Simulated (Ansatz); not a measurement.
One change: `F[SiH](Cl)[GeH2][Cl]` becomes `CS[SiH](F)Cl`.

Ansatz, PBE0-D4/def2-TZVP geometries, multiplicity 1. Each molecule was computed in one conformer, which needn't be the lowest.

Scalar relativity is left out up to krypton.

```json
{"property": "HOMO energy (B3LYP/def2-TZVPP) / eV", "`F[SiH](Cl)[GeH2][Cl]`": "-8.09"}
{"property": "HOMO energy (PBE0/def2-TZVPP) / eV", "`F[SiH](Cl)[GeH2][Cl]`": "-8.30"}
{"property": "size of the dipole moment (B3LYP/def2-TZVPP) / D", "`F[SiH](Cl)[GeH2][Cl]`": "2.63"}
{"property": "ideal-gas entropy at 298 K and 1 bar (rigid rotor, harmonic PBE0-D4/def2-TZVP) / J/(mol·K)", "`F[SiH](Cl)[GeH2][Cl]`": "392"}
{"property": "LUMO energy (PBE/def2-TZVPP) / eV", "`F[SiH](Cl)[GeH2][Cl]`": "-2.02"}
{"property": "HOMO–LUMO gap (PBE/def2-TZVPP) / eV", "`F[SiH](Cl)[GeH2][Cl]`": "5.04"}
```

**Question.** What does the change do to each property? (Estimate.)

**Answer.** The calculation gave: 
```json
{"property": "HOMO energy (B3LYP/def2-TZVPP) / eV", "`CS[SiH](F)Cl`": "-7.31", "shift": "0.78"}
{"property": "HOMO energy (PBE0/def2-TZVPP) / eV", "`CS[SiH](F)Cl`": "-7.56", "shift": "0.74"}
{"property": "size of the dipole moment (B3LYP/def2-TZVPP) / D", "`CS[SiH](F)Cl`": "1.35", "shift": "-1.28"}
{"property": "ideal-gas entropy at 298 K and 1 bar (rigid rotor, harmonic PBE0-D4/def2-TZVP) / J/(mol·K)", "`CS[SiH](F)Cl`": "363", "shift": "-29"}
{"property": "LUMO energy (PBE/def2-TZVPP) / eV", "`CS[SiH](F)Cl`": "-1.22", "shift": "0.80"}
{"property": "HOMO–LUMO gap (PBE/def2-TZVPP) / eV", "`CS[SiH](F)Cl`": "5.10", "shift": "0.06"}
```

With PBE0 the HOMO rises by 0.74 eV and the LUMO rises by 0.92 eV, so the gap widens by about 0.18 eV. PBE moves the HOMO by 0.74 eV and ωB97M-V by 0.60 eV. The zero-point energy changes by 57.8 kJ/mol with +3 modes. Dipoles are sizes alone; their direction can turn. Modes under 60 cm⁻¹, often nearly free rotors, make the harmonic entropy too high.

B3LYP here is the variant with VWN-RPA as its local correlation; programs differ in this.
